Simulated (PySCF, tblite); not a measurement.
Isomers of C5H11F2NSi. Level: GFN2-xTB in tblite, geometry and Hessian alike; calculated harmonic values, unscaled, isolated species. Errors from tens to a few hundred cm⁻¹ against measured bands are possible. Modes of hydrogen on silicon can be 10 to 20 % off. One conformer each.

Electronic energies: PBE0/pcSseg-1 single points on the GFN2-xTB geometries (PySCF, gas phase).

| SMILES | electronic energy, lowest = 0 (kcal/mol) |
| --- | --- |
| C[C@@H](N[SiH3])C1[C@H](F)[C@H]1F | 56.8 |
| CN(C)[Si@@H](F)C/C=C\F | 0.0 |
| FC(F)/C=C/CCN[SiH3] | 44.0 |

Task: How do GFN2-xTB zero-point energies change the relative energies?

Result: 
```
                           SMILES  ZPE (kcal/mol)  of it from modes above 1550 cm⁻¹  electronic (kcal/mol)  with ZPE, lowest = 0 (kcal/mol)  lowest mode (cm⁻¹)  rings
           CN(C)[Si@@H](F)C/C=C\F            96.8                              48.7                    0.0                              0.0                  33      0
              FC(F)/C=C/CCN[SiH3]            93.7                              46.8                   44.0                             40.8                  27      0
C[C@@H](N[SiH3])C1[C@H](F)[C@H]1F            94.2                              44.8                   56.8                             54.1                  35      1
```

The zero-point energies span 3.1 kcal/mol, from `FC(F)/C=C/CCN[SiH3]` to `CN(C)[Si@@H](F)C/C=C\F`. The order is unchanged.

Task: And how do the electronic energies of GFN2-xTB itself compare?

Result: `CN(C)[Si@@H](F)C/C=C\F` 0.0; `FC(F)/C=C/CCN[SiH3]` 35.2; `C[C@@H](N[SiH3])C1[C@H](F)[C@H]1F` 33.2 kcal/mol, lowest = 0. Against the energies above, taken from the same isomer `CN(C)[Si@@H](F)C/C=C\F`, the largest difference is 23.6 kcal/mol.

Task: What do entropy and thermal enthalpy add at 298.15 K and 1 bar (rigid rotor, harmonic oscillator, one conformer each)?

Result: 
| SMILES | point group | symmetry number | S (cal/(mol K)) | H − H(0) (kcal/mol) | ZPE + H − H(0) − TS (kcal/mol) |
| --- | --- | --- | --- | --- | --- |
| CN(C)[Si@@H](F)C/C=C\F | C1 | 1 | 109.3 | 8.13 | 72.4 |
| FC(F)/C=C/CCN[SiH3] | C1 | 1 | 111.3 | 7.98 | 68.5 |
| C[C@@H](N[SiH3])C1[C@H](F)[C@H]1F | C1 | 1 | 104.8 | 7.63 | 70.6 |
